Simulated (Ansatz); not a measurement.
Species: C2ClF2, charge 0, multiplicity 2. It need not be the lowest isomer of its formula. 
Coordinates optimised at B3LYP-D3(BJ)/def2-TZVP (Ansatz, a quantum-chemistry and plane-wave program):
SMILES: Cl[C]=C(F)F
```xyz
5

C      0.4643    -0.4824     0.0166
C     -0.8287    -0.2963     0.0617
F     -1.7111    -1.2730     0.1796
F     -1.4431     0.8795    -0.0027
Cl     1.7985     0.4831    -0.1213
```
Charge 0, spin multiplicity 2.

Total electronic energies in hartree. Cores are frozen in the correlated levels unless marked. UHF or UKS for open shells. Spin-orbit coupling is left out. Non-relativistic. CBS marks a two-point X^-3 extrapolation of the correlation energy; Hartree-Fock from the larger set.

The UHF reference is spin-contaminated (<S^2> 0.18 over the pure value in the largest basis). 

```tsv
level	program	energy (Eh)
HF/STO-3G	Ansatz	-725.34356
RI-HF/cc-pV(T+d)Z	Ansatz	-734.12605
r2SCAN-D4/def2-TZVPD	Ansatz + dftd4	___
BHLYP-D4/def2-TZVPD	Ansatz + dftd4	___
RI-MP2/CBS(cc-pV(T+d)Z,cc-pV(Q+d)Z)	Ansatz	-735.2439
SCS-MP2/cc-pV(Q+d)Z	Ansatz	-735.16021
CCSD/cc-pwCVTZ	Ansatz	-735.12732
CCSD(T)/STO-3G	Ansatz	-725.51517
CCSD(T)/CBS(cc-pV(T+d)Z,cc-pV(Q+d)Z)	Ansatz	-735.3141
```

Task: Complete the blanks.

Result: 
- r2SCAN-D4/def2-TZVPD, energy (Eh): -735.96034
- BHLYP-D4/def2-TZVPD, energy (Eh): -735.99073
